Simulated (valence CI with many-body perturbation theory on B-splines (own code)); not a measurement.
Valence orbitals of Ni22+

Computed by configuration interaction combined with many-body perturbation theory (CI+MBPT): four valence electrons over a frozen Dirac-Fock core [He], a basis of 11 s, 11 p, 9 d, 7 f, 5 g, 2 h, 1 i functions for each j, with the one-electron correlation potential Σ1, the two-electron term Σ2, the three-electron term Σ3, Breit, model QED; selected CI, second order for the rest (own B-spline code, finite nucleus).

No measured spectrum was set against this ion. As an estimate, levels of excited configurations hold to 0.05 to 0.15 % of their energy, terms of the ground configuration to about 0.5 %. Among the levels kept, up to 270 cm⁻¹ of a level comes from second order outside the variational space, and about a tenth of that is noise between levels of different J, which matters for small intervals.

These are the spectroscopic orbitals of the CI (the correlating ones are not listed), shaped by the core and the other valence electrons. h is the expectation value of the core's Dirac-Fock operator, without the valence repulsion; Σ1 is computed up to l = 3 at one energy for each symmetry, that of its lowest orbital but kept below the first core excitation, so for empty shells it is not the orbital's own correlation shift; Breit and QED include the response of the core.

```tsv
Orbital	h (hartree)	Σ1 (cm⁻¹)	Breit (cm⁻¹)	QED (cm⁻¹)	⟨r⟩ (bohr)
2s1/2	-88.106	-1172	5163	4482	0.2287
3s1/2	-38.53	-271	1406	1256	0.5350
4s1/2	-21.465	-103	556	503	0.9756
5s1/2	-13.66	-50.3	277	252	1.544
2p1/2	-86.12	-2658	9987	-253	0.1957
3p1/2	-37.939	-568	2670	-72.0	0.5091
4p1/2	-21.217	-214	1069	-29.3	0.9554
5p1/2	-13.534	-104	535	-14.8	1.530
2p3/2	-85.283	-2486	4331	125	0.1984
3p3/2	-37.693	-532	1131	32.0	0.5129
4p3/2	-21.114	-200	463	12.7	0.9604
5p3/2	-13.481	-97.8	231	6.4	1.536
3d3/2	-37.392	-218	78.2	-14.9	0.4418
4d3/2	-20.986	-91.8	42.3	-5.8	0.8949
5d3/2	-13.416	-47.1	23.1	-2.9	1.477
3d5/2	-37.317	-213	24.3	17.5	0.4430
4d5/2	-20.955	-89.6	13.1	7.6	0.8964
5d5/2	-13.4	-45.9	6.9	4.0	1.478
4f5/2	-20.887	-17.1	0.4	-3.4	0.7788
5f5/2	-13.368	-9.7	0.3	-1.7	1.364
4f7/2	-20.872	-16.9	0.1	2.7	0.7795
5f7/2	-13.361	-9.6	0.1	1.4	1.365
5g7/2	-13.35		0.0	-1.0	1.194
5g9/2	-13.345		0.0	0.8	1.195
```

Among the shells of the start configuration 2s2 2p2, Σ1 is largest in size for 2p1/2, where it is 0.014 % of h.

Lowest root of each symmetry, sizes in configuration state functions:

```csv
J,Parity,Roots,Reference,Variational,Second order,Change by selected CI (cm⁻¹),Change by second order (cm⁻¹)
0,even,12,38,23029,79180,-16437,-2
1,even,18,83,39998,257895,-16057,-20
2,even,19,93,40000,371182,-16947,-51
3,even,10,63,39999,443312,-20379,-128
4,even,4,31,39139,319906,-14913,-10
5,even,2,11,21679,244512,-15715,-13
0,odd,8,37,19576,70130,-20110,-2
1,odd,20,94,39998,266912,-19036,-18
2,odd,20,100,39999,444910,-9524,-51
3,odd,11,70,39999,505422,-18225,-57
4,odd,4,36,36980,355407,-22324,-20
```
